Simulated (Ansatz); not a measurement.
Gas-phase reaction in SMILES: C=CCCC[CH]C -> [CH2]CCCCC=C
Structures are relaxed separately at B3LYP-D3(BJ)/def2-TZVP in Ansatz (a first-principles code), one conformer each, not searched for the lowest.

Quantity: isomerisation energy (electronic energy difference), in eV. Cores are frozen in the correlated levels unless marked. UHF or UKS for open shells. Spin-orbit coupling is left out. No relativistic terms. CBS(X,Y): correlation extrapolated as X^-3; Hartree-Fock from the larger set. The bracket is a focal-point correction in the basis named.

```json
[
 {"level": "HF/6-31G*", "program": "Ansatz", "isomerisation energy (eV)": "0.09"},
 {"level": "revPBE-D4/def2-TZVPD", "program": "Ansatz + dftd4", "isomerisation energy (eV)": "0.17"}
]
```

Predict the RI-MP2/CBS(cc-pVTZ,cc-pVQZ)+[CCSD(T)-MP2]/cc-pVTZ result (Ansatz).

0.11 eV
